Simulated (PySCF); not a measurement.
TaF4Br, SMILES [F][Ta]([F])([F])([F])[Br], multiplicity 1. Atoms are numbered in the order given.

```xyz
6

Ta     0.0000     0.0000    -0.4519
F      0.0000     1.8208    -0.8895
F      0.0000    -1.8208    -0.8895
F      1.7539     0.0000    -1.0856
F     -1.7539     0.0000    -1.0856
Br     0.0000     0.0000     1.9584
```
Charge 0, spin multiplicity 1.

The structure is a stationary point at PBE0-D3(BJ)/def2-SVP. The multiplicity is an assumed one; other spin states were not compared. The def2 effective core potentials stand for the cores of Ta; spin–orbit coupling is left out.

Calculation: PBE0-D3(BJ)/def2-SVP (PySCF).

Frequencies are harmonic and unscaled.

| mode | ν (cm⁻¹) | IR (km/mol) | moving atoms (share of kinetic energy) |
|---|---|---|---|
| 1 | 10 | 0.6 | F 100 % |
| 2 | 120 | 1.2 | F 70 %, Br 19 %, Ta 12 % |
| 3 | 130 | 1.8 | F 67 %, Br 20 %, Ta 13 % |
| 4 | 197 | 5.6 | F 70 %, Br 28 % |
| 5 | 225 | 20.9 | F 88 %, Ta 12 % |
| 6 | 255 | 18.9 | F 90 %, Ta 10 % |
| 7 | 310 | 49.4 | Br 48 %, Ta 40 %, F 12 % |
| 8 | 330 | 0.0 | F 100 % |
| 9 | 661 | 0.7 | F 100 % |
| 10 | 700 | 212.3 | F 83 %, Ta 17 % |
| 11 | 709 | 184.2 | F 84 %, Ta 16 % |
| 12 | 734 | 68.8 | F 96 % |
